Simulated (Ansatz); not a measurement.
Input for Ansatz (an electronic-structure program): U-wB97M-V/def2-TZVPP on C5H5 (SMILES C1=C[CH+]C=C1), 2S+1 = 1, a spin state set in the input, which need not be the lowest. Charge +1.

Ansatz 0.2 input:
```yaml
crystal:
  periodic: [false, false, false]
  atoms:
    - {symbol: C, position_ang: [-0.57303894, -1.05648643, 0.19450906]}
    - {symbol: C, position_ang: [-1.24015380, 0.07103072, -0.09832426]}
    - {symbol: C, position_ang: [-0.24106433, 1.10262046, -0.25894548]}
    - {symbol: C, position_ang: [1.09535110, 0.59129213, -0.05721929]}
    - {symbol: C, position_ang: [0.96031748, -0.71491311, 0.22149619]}
    - {symbol: H, position_ang: [-0.97314767, -2.04230484, 0.38498095]}
    - {symbol: H, position_ang: [-2.30342174, 0.21234688, -0.20033771]}
    - {symbol: H, position_ang: [-0.46714131, 2.13668926, -0.50179190]}
    - {symbol: H, position_ang: [2.00094008, 1.17119450, -0.12458079]}
    - {symbol: H, position_ang: [1.73430155, -1.43918843, 0.43263215]}
basis:
  gaussian:
    orbitals: def2-TZVPP
hamiltonian:
  xc: {name: wB97M-V}
total_charge: 1
magnetization: {spin_polarized: true, initial_magnetization: 0}
```

It printed:

```
WARN ansatz: RAYON_NUM_THREADS=6 ignored (pool sized by the plan → 6); use --threads N
Functional definition: wB97M-V
integrals: 0.16 GiB planned
1195 factors; their error is unknown
integrals: 0.20 GiB planned
300 factors; integrals over basis functions are off by at most 9.3e-6 eV
mean field: 2.05 GiB planned
mean field evaluation 1: about -5248.7183 eV, gradient 3.9e1 eV
mean field evaluation 2: about -5252.4699 eV, gradient 2.6e1 eV
mean field evaluation 4: about -5255.4108 eV, gradient 5.4e-1 eV
mean field evaluation 8: about -5255.4026 eV, gradient 4.9e-1 eV
mean field evaluation 16: about -5255.4032 eV, gradient 1.1e-4 eV
mean field evaluation 32: about -5255.4546 eV, gradient 1.7e-5 eV
mean field -5255.45460041 eV, -193.1343942901 hartree, gradient 1.7e-5 eV, S^2 0.435167; 6 other end points of the search recorded, 0 dependent functions left out
reference -5255.45464356 eV, -193.1343958756 hartree; 17, 17 occupied and 208, 208 virtual orbitals, 1195 factors
Total energy: -5255.45464356 eV, -193.1343958756 hartree
```

The calculation finished and met its thresholds. Its determinant has ⟨S²⟩ = 0.44, a mixture of spin states.

Cost: very roughly 2.0 core-minutes.
